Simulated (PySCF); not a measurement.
**Electron correlation in Br³⁺ (bromine, charge +3)**

[Ar] 3d10 4s2 4p2, high-spin 3P determinant. Calculation: PySCF 2.14, in 6-31G*; no relativity, point nucleus. Frozen: [Ar] 3d10; 4 electrons correlated.

MP2 pair energies summed by pair of shells (mhartree):

| pair | energy | share (%) |
| --- | --- | --- |
| 4s-4p | -28.27 | 61.8 |
| 4s-4s | -12.73 | 27.8 |
| 4p-4p | -4.76 | 10.4 |

Total MP2 correlation energy: -45.76 mhartree.

Same-spin part -6.99 and opposite-spin part -38.77 mhartree; SCS-MP2 scales them by 1/3 and 6/5 to -48.85 mhartree.

```csv
level,correlation energy (mhartree)
CCSD,-63.23
(T),-0.57
CCSD(T),-63.80
```

Diagnostics: T1 = 0.0055, D1 = 0.0153, largest double amplitude 0.098.

Task: Is a single reference adequate?

Result: Mostly. T1 lies below 0.03, but a double amplitude of this size points to a near-degeneracy that CCSD handles and MP2 describes poorly.
